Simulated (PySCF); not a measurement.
Br$_{3}$Ti, charge +1, singlet, at a GFN2-xTB geometry (such geometries of metal compounds can be far from the true shape) (the multiplicity is a formal guess); BLYP/6-31G** run with PySCF.

Here is a job for PySCF.
```python
from pyscf import gto, scf, dft

mol = gto.M(
    atom='''
Ti   -0.40397034    0.36329094    0.72751382
Br   -1.51088939   -1.38348014   -0.38554641
Br    0.05601690    1.77450337   -1.09245136
Br    1.70879671   -0.61937754    1.02070337
''',
    basis='6-31g**',
    charge=1,
    verbose=4,
)

mf = dft.RKS(mol)
mf.xc = 'blyp'
mf.grids.atom_grid = (99, 590)
mf.grids.prune = None
mf.kernel()
```

Q: Predict the main parts of the log of this PySCF run.

A: 
```
PySCF version 2.14.0

[INPUT] verbose = 4
[INPUT] num. atoms = 4
[INPUT] num. electrons = 126
[INPUT] charge = 1
[INPUT] spin (= nelec alpha-beta = 2S) = 0
[INPUT] symmetry False subgroup None
[INPUT] Mole.unit = angstrom
[INPUT] Symbol           X                Y                Z      unit          X                Y                Z       unit  Magmom
[INPUT]  1 Ti    -0.403970340000   0.363290940000   0.727513820000 AA   -0.763393305047   0.686520380136   1.374801871636 Bohr   0.0
[INPUT]  2 Br    -1.510889390000  -1.383480140000  -0.385546410000 AA   -2.855167151611  -2.614398563375  -0.728577123209 Bohr   0.0
[INPUT]  3 Br     0.056016900000   1.774503370000  -1.092451360000 AA    0.105856599347   3.353325376418  -2.064433874809 Bohr   0.0
[INPUT]  4 Br     1.708796710000  -0.619377540000   1.020703370000 AA    3.229157784458  -1.170453918307   1.928849823721 Bohr   0.0

nuclear repulsion = 1061.3801917631
number of shells = 48
number of NR pGTOs = 382
number of NR cGTOs = 130
basis = 6-31g**
ecp = {}

******** <class 'pyscf.dft.rks.RKS'> ********
method = RKS
initial guess = minao
damping factor = 0
level_shift factor = 0
DIIS = <class 'pyscf.scf.diis.CDIIS'>
diis_start_cycle = 1
diis_space = 8
diis_damp = 0
SCF conv_tol = 1e-09
SCF conv_tol_grad = None
SCF max_cycles = 50
direct_scf = True
direct_scf_tol = 1e-13
XC library pyscf.dft.libxc version 7.1.2
    S. Lehtola, C. Steigemann, M. J. T. Oliveira, and M. A. L. Marques,  SoftwareX 7, 1–5 (2018)
XC functionals = blyp
    A. D. Becke,  Phys. Rev. A 38, 3098 (1988)
    C. Lee, W. Yang, and R. G. Parr,  Phys. Rev. B 37, 785 (1988)
    B. Miehlich, A. Savin, H. Stoll, and H. Preuss,  Chem. Phys. Lett. 157, 200 (1989)
radial grids:
    Treutler-Ahlrichs [JCP 102, 346 (1995); DOI:10.1063/1.469408] (M4) radial grids

becke partition: Becke, JCP 88, 2547 (1988); DOI:10.1063/1.454033
pruning grids: None
grids dens level: 3
symmetrized grids: False
atomic radii adjust function: <function treutler_atomic_radii_adjust>
User specified grid scheme (99, 590)
small_rho_cutoff = 0
Set gradient conv threshold to 3.16228e-05
Initial guess from minao.
tot grids = 233640
init E= -8568.33656202235
  HOMO = -0.30396490055571  LUMO = -0.181271115870848  gap/eV = 3.33867
cycle= 1 E= -8570.73081340339  delta_E= -2.39  |g|= 0.771  |ddm|= 2.64
  HOMO = -0.46952517287166  LUMO = -0.436584395350921  gap/eV = 0.89636
cycle= 2 E= -8551.11075129019  delta_E= 19.6  |g|= 7.95  |ddm|= 5.82
  HOMO = -0.454608567531481  LUMO = -0.432159642208415  gap/eV = 0.61087
cycle= 3 E= -8559.96158256066  delta_E= -8.85  |g|= 7.09  |ddm|= 2.44
  HOMO = -0.458088427800623  LUMO = -0.434838635396047  gap/eV = 0.63266
cycle= 4 E= -8557.66067532681  delta_E=  2.3  |g|= 7.45  |ddm|= 0.542
  HOMO = -0.454257846209367  LUMO = -0.434472378105199  gap/eV = 0.53839
cycle= 5 E= -8560.2266405528  delta_E= -2.57  |g|= 7.08  |ddm|= 0.664
  HOMO = -0.456888033916443  LUMO = -0.437601995304944  gap/eV = 0.52480
cycle= 6 E= -8559.52316000637  delta_E= 0.703  |g|= 7.22  |ddm|= 0.171
  HOMO = -0.455809887348051  LUMO = -0.437775282997135  gap/eV = 0.49075
cycle= 7 E= -8559.78381534997  delta_E= -0.261  |g|= 7.18  |ddm|= 0.324
  HOMO = -0.454741001906097  LUMO = -0.436314775184291  gap/eV = 0.50140
cycle= 8 E= -8560.03546817761  delta_E= -0.252  |g|= 7.13  |ddm|= 0.511
  HOMO = -0.45448626086004  LUMO = -0.436396982750475  gap/eV = 0.49223
cycle= 9 E= -8560.40005639051  delta_E= -0.365  |g|= 7.06  |ddm|= 0.194
  HOMO = -0.111721972559213  LUMO = -0.0173644398925433  gap/eV = 2.56760
cycle= 10 E= -8531.12685550623  delta_E= 29.3  |g|= 8.47  |ddm|= 16.4
  HOMO = -0.614032575972933  LUMO = -0.590382746235067  gap/eV = 0.64354
cycle= 11 E= -8567.46504869237  delta_E= -36.3  |g|= 4.46  |ddm|= 15.8
  HOMO = -0.41164659859072  LUMO = -0.404018607586289  gap/eV = 0.20757
cycle= 12 E= -8564.69623658054  delta_E= 2.77  |g|= 5.63  |ddm|= 4.47
  HOMO = -0.410265503777911  LUMO = -0.358528890100972  gap/eV = 1.40782
cycle= 13 E= -8570.77659511427  delta_E= -6.08  |g|= 0.77  |ddm|= 3.76
  HOMO = -0.420071522065065  LUMO = -0.397154994226802  gap/eV = 0.62359
cycle= 14 E= -8568.43498379042  delta_E= 2.34  |g|= 3.11  |ddm|= 3.34
  HOMO = -0.44963849257288  LUMO = -0.37677635114279  gap/eV = 1.98268
cycle= 15 E= -8570.85729043256  delta_E= -2.42  |g|= 0.541  |ddm|= 2.35
  HOMO = -0.431427107421828  LUMO = -0.385822759091798  gap/eV = 1.24096
cycle= 16 E= -8570.83374520787  delta_E= 0.0235  |g|= 0.634  |ddm|= 1.09
  HOMO = -0.439818202267104  LUMO = -0.383346518573932  gap/eV = 1.53667
cycle= 17 E= -8570.92653245496  delta_E= -0.0928  |g|= 0.218  |ddm|= 0.512
  HOMO = -0.440541511139735  LUMO = -0.37938232724313  gap/eV = 1.66423
cycle= 18 E= -8570.93558289865  delta_E= -0.00905  |g|= 0.0874  |ddm|= 0.147
  HOMO = -0.439425521555454  LUMO = -0.376535592171858  gap/eV = 1.71132
cycle= 19 E= -8570.93814187694  delta_E= -0.00256  |g|= 0.0156  |ddm|= 0.123
  HOMO = -0.440269879159572  LUMO = -0.376776076970867  gap/eV = 1.72775
cycle= 20 E= -8570.93819882966  delta_E= -5.7e-05  |g|= 0.00511  |ddm|= 0.0171
  HOMO = -0.440229489506832  LUMO = -0.376755614863536  gap/eV = 1.72721
cycle= 21 E= -8570.93820703494  delta_E= -8.21e-06  |g|= 0.00205  |ddm|= 0.00691
  HOMO = -0.4402035853941  LUMO = -0.37679638673926  gap/eV = 1.72540
cycle= 22 E= -8570.93820822497  delta_E= -1.19e-06  |g|= 0.000466  |ddm|= 0.00227
  HOMO = -0.440190963842208  LUMO = -0.376794970234339  gap/eV = 1.72509
cycle= 23 E= -8570.93820830026  delta_E= -7.53e-08  |g|= 5.7e-05  |ddm|= 0.000601
  HOMO = -0.440190336920331  LUMO = -0.376796413368763  gap/eV = 1.72504
cycle= 24 E= -8570.93820830085  delta_E= -5.88e-10  |g|= 3.88e-05  |ddm|= 9.24e-05
  HOMO = -0.440191185577503  LUMO = -0.376796005039807  gap/eV = 1.72507
cycle= 25 E= -8570.93820830124  delta_E= -3.89e-10  |g|= 5.12e-06  |ddm|= 3.2e-05
  HOMO = -0.440191344212626  LUMO = -0.376794134162372  gap/eV = 1.72513
Extra cycle  E= -8570.93820830063  delta_E= 6.11e-10  |g|= 4.87e-05  |ddm|= 4.02e-05
converged SCF energy = -8570.93820830063
```
